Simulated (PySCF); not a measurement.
**[EuOCl]− at several levels of theory**

Computed with PySCF 2.14.0 (density fitting, no spin-orbit coupling) at the geometry relaxed with PBE0:

```xyz
3
[EuOCl]− (singlet in the valence; each metal's 4f electrons, 7 of them, lie in its core potential, out of spins and levels)
Eu    0.2886    0.0000   -0.2892
O     2.1066    0.0000    0.5595
Cl   -2.2674    0.0000    0.8952
```

| level | basis | state | HOMO (eV) | gap (eV) | charge on Eu1 (e) | population of f-type functions on Eu1 (polarisation alone where 4f lies in the core) | dipole about the centre of mass (D) | largest force component (eV/Å) |
| --- | --- | --- | --- | --- | --- | --- | --- | --- |
| PBE0 | Eu lcecp-0-SVP with ECP53, O def2-SVP, Cl def2-SVP | singlet | – | – | 0.20 | 0.04 | 7.31 | 0.02 |
| TPSSh | the same | singlet | – | – | 0.18 | 0.04 | 7.10 | 0.37 |
| PBE0 | Eu lcecp-0-TZVP with ECP53, O def2-TZVP, Cl def2-TZVP | singlet | – | – | 0.62 | 0.05 | 7.86 | 0.57 |

In the lcecp rows the 4f levels are missing from HOMO and gap, and the state counts the valence alone.

Charges are Mulliken's, which hang on the basis. The relaxation used the grid (50, 194), these runs (75, 302) or, all-electron (x2c bases, spin-free X2C Hamiltonian), (99, 590).

Problem. What does M06-L with Eu lcecp-0-SVP with ECP53, O def2-SVP, Cl def2-SVP give here?

Solution. state singlet, charge on Eu1 (e) 0.29, population of f-type functions on Eu1 (polarisation alone where 4f lies in the core) 0.04, dipole about the centre of mass (D) 6.67, largest force component (eV/Å) 0.48. Time: 2.9 s on 2 threads of Intel(R) Xeon(R) Platinum 8375C CPU @ 2.90GHz (Ice Lake), on a shared host, from an already converged density.

An lcecp potential fixes the number of 4f electrons, so in runs with it no electron can move into or out of that shell.

Small gap, closed shell not tested for a spin-broken solution: TPSSh.
